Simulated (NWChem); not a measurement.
Species: CH₃ClGeO, singlet; SMILES [Ge]([O]C)[Cl]

```xyz
7

Ge     0.8296    -0.1226    -0.0004
Cl    -1.0187    -1.3617     0.0009
O      0.1335     1.5018    -0.0003
C     -1.1834     1.9872     0.0005
H     -1.9255     1.1719     0.0012
H     -1.3430     2.6159     0.8920
H     -1.3443     2.6154    -0.8911
```
Atoms are numbered in this order, from 1.

Results from NWChem. Pople sets run with spherical d functions. Low-valent species are run as closed-shell singlets; no triplet was tried in these runs. Structure relaxed at the PBE0/def2-SVP level. GIAO values for the isolated, static molecule; σ is the absolute isotropic shielding, δ = σ(reference) − σ with the isolated reference molecule computed at the same levels (13C: tetramethylsilane, 1H: tetramethylsilane, 17O: water).

```csv
level,σ Ge1 (ppm),σ Cl2 (ppm),δ O3 (ppm),δ C4 (ppm),δ H5 (rotor mean) (ppm)
BHandHLYP/pcSseg-1,1129.0,605.1,226.1,54.1,4.17
"LDA (Slater exchange, VWN5)/pcSseg-1",952.9,479.8,299.0,59.0,4.56
PBE0/pcSseg-1,1082.6,575.5,249.3,56.0,4.31
B3LYP/6-31G*,1305.8,579.8,244.5,52.5,4.23
```
